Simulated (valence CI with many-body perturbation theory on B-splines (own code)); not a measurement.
**Sc VII in brief**

Computed by relativistic CI+MBPT: five valence electrons over a frozen Dirac-Fock core [Ne], a basis of 9 s, 9 p, 8 d, 6 f, 3 g, 1 h functions for each j, with the one-electron correlation potential Σ1, the two-electron term Σ2, the three-electron term Σ3, Breit, model QED; selected CI, second order for the rest, scaled by the run's own slope (own B-spline code, finite nucleus).

No measured levels were compared; by estimate levels hold to about 100 cm⁻¹ or 0.05 % of their energy and the worst to 300 or 400 cm⁻¹, as in measured light ions of charge 2 to 7. Among the levels kept, up to 1700 cm⁻¹ of a level comes from second order outside the variational space, and about a tenth of that is noise between levels of different J, which matters for small intervals.

Rates and lifetimes use the calculated energies. Strong lines usually hold to 10 to 20 %, long lifetimes can be off by a factor of two.

Q: What is the ground level?

A: 3s2 3p3 4S°_3/2, composition 96 % 3s2 3p3 4S° + 3 % 3s 3p3 3d 4S°, g = 1.999.

Q: Name the longest-lived excited levels whose lifetime is computed, and their main decay.

A: 3s2 3p3 2D°_5/2 at 30459 cm⁻¹ lives 28.8 s, mostly by M1 to 3s2 3p3 4S°_3/2; 3s2 3p3 2D°_3/2 at 29785 cm⁻¹ lives 1.12 s, mostly by M1 to 3s2 3p3 4S°_3/2; 3s2 3p3 2P°_1/2 at 49692 cm⁻¹ lives 65.3 ms, mostly by M1 to 3s2 3p3 4S°_3/2.

Q: How well does LS coupling describe the low levels?

A: Among the lowest 20 levels the leading LS term, summed over configurations, holds 95 % on average. For single configurations the figures are 83 % in LS and 56 % in jj coupling. Terms mix most in the J = 7/2 level at 287180 cm⁻¹, where the leading one holds 50 %.

Q: Where does the other parity begin?

A: At 3s 3p4 4P_5/2, 175000 cm⁻¹.

Q: Among levels below 355710 cm⁻¹, which E1 lines absorb most strongly from the ground level?

A: to 3s2 3p2 3d 4P_5/2 at 29.84 nm, f = 1.08; to 3s2 3p2 3d 4P_3/2 at 29.71 nm, f = 0.723; to 3s2 3p2 3d 4P_1/2 at 29.64 nm, f = 0.363.

Q: What are the static dipole polarisabilities of the lowest levels?

A: 3s2 3p3 4S°_3/2 1.21; 3s2 3p3 2D°_3/2 1.21 (tensor 0.032); 3s2 3p3 2D°_5/2 1.21; 3s2 3p3 2P°_1/2 1.19 bohr³, of which the core gives 0.0164.

Q: What is the ionisation energy?

A: 136.59 eV; NIST lists 137.99 ± 0.25 eV (semi-empirical).
